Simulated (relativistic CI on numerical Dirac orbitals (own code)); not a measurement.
# Ca+: calculation against measurement

Computed by Dirac-Coulomb-Breit CI, KLI orbitals optimised for each configuration, model QED, valence Slater integrals scaled by 0.85, P86 correlation estimate, and configurations built on the next ion tied to the tabulated ionisation energy (semi-empirical) (own radial code, finite nucleus).

CI space (outside the closed core [Ar]): 4s, 3d, 4p, 5s, 4d, 5p, 4f, 6s, 5d, 6p, 5f, 5g, 6d, 6f. Levels of other configurations are missing.

```csv
Configuration,Term (tabulated),J,Measured (cm⁻¹),Computed,Error,Purity (%)
4s,2S,1/2,0.0,0,0,100
3d,2D,3/2,13650.2,15389,1739,100
3d,2D,5/2,13710.9,15412,1701,100
4p,2P°,1/2,25191.5,25691,500,100
4p,2P°,3/2,25414.4,25883,468,100
5s,2S,1/2,52166.9,52272,105,100
4d,2D,3/2,56839.3,56899,60,100
4d,2D,5/2,56858.5,56911,53,100
5p,2P°,1/2,60533.0,60733,199,100
5p,2P°,3/2,60611.3,60799,188,100
4f,2F°,5/2,68056.9,68302,245,100
4f,2F°,7/2,68056.9,68302,245,100
6s,2S,1/2,70677.6,70718,40,100
```

Measured levels from NIST Handbook of Basic Atomic Spectroscopic Data (Sansonetti and Martin, J. Phys. Chem. Ref. Data 34, 1559 (2005)); pairs were made by configuration, J and term (by order where the table uses no LS term), so strongly mixed levels may be paired wrongly.

Mean error by configuration (cm⁻¹): 3d 1720; 4p 484; 5s 105; 4d 56; 5p 194; 4f 245; 6s 40. Over the excited levels the mean absolute error is 462 cm⁻¹ (12 of the 12 excited levels that our extract of the source holds in range could be paired), and the median relative error of those above 1,000 cm⁻¹ is 0.34 %.

Transition probabilities of persistent lines. The last column rescales the computed rate by the cube of measured over computed energy:

| λ measured (Å) | Lower | Upper | A tabulated (s⁻¹) | A computed | A rescaled |
| --- | --- | --- | --- | --- | --- |
| 3179.33 air | 4p 2P°_3/2 | 4d 2D_5/2 | 3.60e+08 | 3.25e+08 | 3.39e+08 |
| 3706.03 air | 4p 2P°_1/2 | 5s 2S_1/2 | 8.80e+07 | 7.91e+07 | 8.27e+07 |
| 3736.90 air | 4p 2P°_3/2 | 5s 2S_1/2 | 1.70e+08 | 1.58e+08 | 1.65e+08 |
| 3933.66 air | 4s 2S_1/2 | 4p 2P°_3/2 | 1.35e+08 | 1.77e+08 | 1.68e+08 |
| 3968.47 air | 4s 2S_1/2 | 4p 2P°_1/2 | 1.32e+08 | 1.73e+08 | 1.63e+08 |
